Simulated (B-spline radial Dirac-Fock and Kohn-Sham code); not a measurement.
**Relativistic shifts of the levels of Xe³⁸⁺**

System: Xe³⁸⁺, 1s2 2s2 2p6 3s2 3p4.

Both columns are ΔSCF binding energies of the configuration average from a radial atomic solver: non-relativistic Hartree-Fock with a point nucleus, and Dirac-Fock with a finite nucleus and the Coulomb interaction alone, averaged over the two j levels with weights 2j+1.

```tsv
shell	Hartree-Fock (eV)	Dirac-Fock (eV)	shift (eV)	shift (%)
1s	35498.2	36955.8	+1457.60	+4.11
2s	7254.0	7638.8	+384.84	+5.31
3s	2815.2	2926.6	+111.34	+3.95
3p	2707.2	2753.6	+46.38	+1.71
```

Relativity binds 1s, 2s, 3s, 3p more strongly, among those listed most of all 2s in relative terms.

Values without a named source are computed, but for edge energies of neutral atoms, which are taken from tables.
